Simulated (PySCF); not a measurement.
Isomers of C7H8O3S. Computed with PBE0-D3(BJ)/def2-SVP geometry optimisation, gas phase in PySCF. One conformer each; no zero-point energy, no entropy. No frequencies were run at this level. Point groups hold within 0.08 Å.

Question: Rank from lowest to highest electronic energy at this level (kJ/mol).
A. `[CH2:1]=[C:2]1[CH:3]=[CH:4][C:5]([S:6](=[O:7])(=[O:8])[OH:9])=[C:10]1[CH3:11]` with C4–C5–S6–O7 -154°, C5–S6–O9–H -96°
B. `[CH3:1][S:2](=[O:3])(=[O:4])[c:5]1[cH:6][cH:7][cH:8][c:9]([OH:10])[cH:11]1` with C1–S2–C5–C6 -86°, C8–C9–O10–H -178° (3-methanesulfonylphenol)

Answer: B (0.0), A (136.3).

As drawn, the lower has an aromatic ring, which the higher lacks; the higher has a C=C bond outside aromatic rings, which the lower lacks.

```
                  SMILES      E (Eh)  E rel (kJ/mol)  dipole (D)  point group       A, B, C (MHz)
   CS(=O)(=O)c1cccc(O)c1  -894.19433             0.0        4.23           C1  1931, 651.9, 548.6
C=C1C=CC(S(=O)(=O)O)=C1C  -894.14240           136.3        5.15           C1  1931, 728.2, 594.6
```
